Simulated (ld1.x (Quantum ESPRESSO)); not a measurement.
# Before and after: TM potential for Sb

```json
{
 "Element": "Sb",
 "Generator": "ld1.x (Quantum ESPRESSO) 7.5",
 "Type": "norm-conserving Troullier–Martins (Kleinman–Bylander form)",
 "Functional": "BLYP",
 "Relativity": "scalar-relativistic",
 "Frozen core": "[Kr] 4d10",
 "Valence charge": "5",
 "Reference configuration": "5s2 5p1 (charge +2)",
 "Partial waves": "5p (bound): rc 1.70 bohr; 5s (bound): rc 1.50 bohr",
 "Local potential": "the s channel",
 "Core correction": "a·sin(br)/r model core inside 1.10 bohr"
}
```

All-electron outer shells of the reference configuration (BLYP, scalar-relativistic, ld1.x):

```
shell  level (eV)  outermost node (bohr)  outermost maximum (bohr)
   5s      -29.40                   0.95                      1.83
   5p      -20.07                   1.03                      2.16
```

Change: local potential all-electron potential smoothed inside 1.25 bohr (lloc = -1).

Cutoffs: the cutoffs (Ry, on a coarse ladder) from which the occupation-weighted sum of valence levels, in a spherical-Bessel basis at the reference potential, stays within 10 and 1 mRy of its value at 400 Ry; they do not see the model core or the augmentation charge, which bear on the density cutoff. Errors are all-electron minus pseudo energies relative to the spin-unpolarised reference configuration.

Task: How do hardness, ghosts and transferability respond?

Result: The potential gets neither clearly harder nor softer (55 Ry and 140 Ry → 50 Ry and 140 Ry); the bound ghosts move from p to d, p, s; of the 7 tests that both files solve, the error grows in 6 and shrinks in 0 by more than 15 % and 0.3 meV (median size 18.5 → 35.2 meV); the range in which the s phases agree widens (upper end -0.8 → 2.5); the range in which the p phases agree narrows (upper end at the end of the scan → 0.0). In the separable form a ghost depends on how the local part lies against the semilocal potential of the channel, so the choice of the local part can create or remove one.

```tsv
quantity	base	changed
cutoff, loose	55 Ry	50 Ry
cutoff, tight	140 Ry	140 Ry
bound ghosts	p	s, p, d
error for 5s2 5p3, meV [ΔE -24.11 eV]	-19	-53
error for 5s2 5p2, meV [ΔE -15.91 eV]	-6.5	-16
error for 5s2 5p0, meV [ΔE 24.47 eV]	-30	-35
error for 5s2 5p3.3, meV [ΔE -25.23 eV]	-21	-63
error for 5s1 5p3, meV [ΔE -7.15 eV]	-0.4	-1.9
error for 5s1 5p4, meV [ΔE -15.95 eV]	-4.2	-21
error for 5s1 5p0, meV [ΔE 68.91 eV]	-238	-266
s: phases at 1.84 bohr within 0.05 rad from the reference energy up to (Ry; the scan ends near 5)	-0.8	2.5
p: phases at 1.84 bohr within 0.05 rad from the reference energy up to (Ry; the scan ends near 5)	to the end of the scan	0.0
```

 A true bound ghost makes a file unfit for plane-wave use even where its test errors are small: the radial tests pick states by their node count and pass the ghost by.
